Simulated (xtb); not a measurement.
IR lines of a molecule C11H9N from GFN2-xTB (xtb 6.7.1), harmonic, at that method's own minimum (one conformer; lines under 3 % of the strongest left out, lines within 3 cm⁻¹ merged).

| ν (cm⁻¹) | relative intensity |
|---|---|
| 530 | 3.0 |
| 608 | 3.1 |
| 668 | 4.4 |
| 691 | 8.3 |
| 749 | 33 |
| 795 | 3.1 |
| 964 | 8.9 |
| 1002 | 9.7 |
| 1195 | 3.1 |
| 1276 | 3.6 |
| 1296 | 3.3 |
| 1397 | 8.6 |
| 1444 | 4.7 |
| 1562 | 41 |
| 1574 | 11 |
| 3053 | 26 |
| 3060 | 35 |
| 3068 | 29 |
| 3073 | 4.4 |
| 3082 | 31 |
| 3086 | 100 |
| 3090 | 70 |
| 3094 | 49 |

**Question.** Which molecule gave these data?
A. c1ccc(-c2cccnc2)cc1
B. c1ccc(-c2ccncc2)cc1
C. C=C(/C=C/C#N)c1ccccc1
D. C=C/C(C#N)=C/c1ccccc1

**Answer.** A, c1ccc(-c2cccnc2)cc1
